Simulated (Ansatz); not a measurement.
Cartesian coordinates in Å:
```
Cl 2.195 -1.611 1.679
Al 0.656 -0.538 0.801
N -0.926 0.338 1.111
C -0.868 0.543 -0.162
N 0.231 0.024 -0.857
H -1.628 1.098 -0.725
H 0.340 0.146 -1.847
```

Total charge 0; spin multiplicity 1.

Question: List the B3LYP/def2-TZVPP orbital energies in eV (the Gaussian-basis code of Ansatz). (An estimate is asked.)

Answer: The calculation gave: Occupied: -2762.81, -1525.62, -389.51, -388.37, -279.09, -257.57, -196.55, -196.47, -196.46, -113.52, -74.24, -74.12, -74.06, -25.83, -22.69, -22.22, -15.79, -14.96, -11.73, -10.81, -10.74, -9.69, -9.68, -9.55, -6.99, -6.66. Lowest empty: -1.27, -1.04, 0.60, 0.98, 1.37, 2.33, 2.55, 2.85.

B3LYP here is the variant with VWN-RPA as its local correlation; programs differ in this.
